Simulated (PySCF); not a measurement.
## How methods differ on the ionisation energy of Sb

Sb [Kr] 4d10 5s2 5p3 (4S) → Sb⁺ [Kr] 4d10 5s2 5p2 (3P), as a difference of total energies. Computed with PySCF 2.14 in cc-pVDZ-PP with ECP28MDF (4s3p2d, 23 functions), with scalar relativity through the core potential. Correlated levels: valence: 4s2 4p6 4d10 frozen. The calculations carry no spin-orbit coupling.

Task: Order these methods by the ionisation energy they give, lowest first.
A. BP86
B. MP2 (valence)
C. CCSD (valence)
D. SCS-MP2 (valence)

Result: D (8.786 eV), C (8.847 eV), B (8.885 eV), A (9.062 eV).

Errors of the correlated levels include the incompleteness of this basis and the frozen core.

For comparison: 9.124 eV (measured; NIST levels, between the centres of gravity of the two terms).
